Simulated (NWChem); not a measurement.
System: C$_{4}$H$_{3}$F; SMILES C#CC(=C)F

Computed with NWChem. Pople sets run with spherical d functions. All runs use the structure optimised with PBE-D3(BJ)/def2-SVP. COSMO at B3LYP/6-31G*, default radii, gas-phase geometry; f = (ε − 1)/ε scales the surface charges.

| row | f | electrostatic solvation energy (kcal/mol) |
|---|---|---|
| ε = 1.5 | 0.3333 | -0.97 |
| ε = 2.4 | 0.5833 | withheld |
| ε = 3.9 | 0.7436 | -2.27 |
| ε = 37.5 | 0.9733 | -3.07 |
| ε = 46.7 | 0.9786 | -3.09 |

Fit a straight line of the last column on the one before it, predict the withheld value, and compare with the run.


1. Means of the 4 shown rows: x = 0.75720, y = -2.350. Slope Σ(x − x̄)(y − ȳ)/Σ(x − x̄)² = -0.9055/0.2756 = -3.286; intercept 0.138.
2. The shown rows scatter about the line by 0.020 (root mean square); the largest residual is +0.04, at ε = 3.9.
3. At x = 0.5833 (ε = 2.4; inside the shown range) the line gives -1.78.
4. The run gives -1.75, +0.03 from the line, 1.5 times the scatter.
